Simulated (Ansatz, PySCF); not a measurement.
Breaking the Si1–Cl2 bond in ClH3Si (SMILES [SiH3]Cl) (multiplicity 1 held, fragments rigid). Energies count from the point at 2.066 Å.
Geometry at that point (charge 0, multiplicity 1):
```tsv
atom	x (Å)	y (Å)	z (Å)
Si	-0.9909	-0.0342	-0.0269
Cl	1.0734	0.0371	0.0291
H	-1.3975	-1.0115	-1.0553
H	-1.4964	1.3105	-0.3652
H	-1.4809	-0.4500	1.3017
```

U- levels take the lowest unrestricted solution at each point, which mixes spins at long bonds. Left out are points that failed, MP2 points that dive below the minimum, coupled-cluster points behind a jump of the amplitudes or a sharp parting from full CI or MRCI, small-basis points behind a change of solution, and semi-empirical points at long bonds. Curves can end on different states.

Rows in 3-21G, 6-31G* carry no dispersion term and start afresh at each structure (6-31G* with six Cartesian d functions). MP2/6-31G* freezes PySCF's default core.

The values were computed with Ansatz (an electronic-structure program) with Gaussian orbitals; PySCF for 3-21G rows, 6-31G* rows. Each number belongs to the level named beside it.

Energies in kcal/mol.

| R (Å) | R-HF/3-21G | R-B3LYP/6-31G* | U-wB97X-V/cc-pV(T+d)Z | R-MP2/6-31G* |
|---|---|---|---|---|
| 1.653 | 105.3 | 73.9 | 67.8 | 72.8 |
| 1.860 | 25.5 | 13.7 | 11.3 | 12.5 |
| 2.066 | 0.0 | 0.0 | 0.0 | 0.0 |
| 2.273 | -1.5 | 5.7 | 7.6 | 7.5 |
| 2.480 | 7.2 | 18.5 | 22.4 | 22.3 |
| 2.790 | 26.8 | 40.0 | 47.5 | 46.3 |
| 3.099 | 47.6 | 59.3 | 70.5 | 67.7 |
| 3.616 | 78.1 | 83.8 | 96.7 | 95.7 |
| 4.133 | 101.0 | 99.6 | 107.1 | 115.2 |
| 4.753 | 120.1 | 110.9 | 110.9 | 128.8 |
| 5.579 | left out | left out | 111.7 | left out |
| 6.612 | left out | left out | 111.8 | left out |

Doubts at one or more of the structures used: a restricted determinant that unrestricted orbitals would lower (R-HF/3-21G, R-B3LYP/6-31G*, R-MP2/6-31G*); a spin-contaminated determinant (U-wB97X-V/cc-pV(T+d)Z).
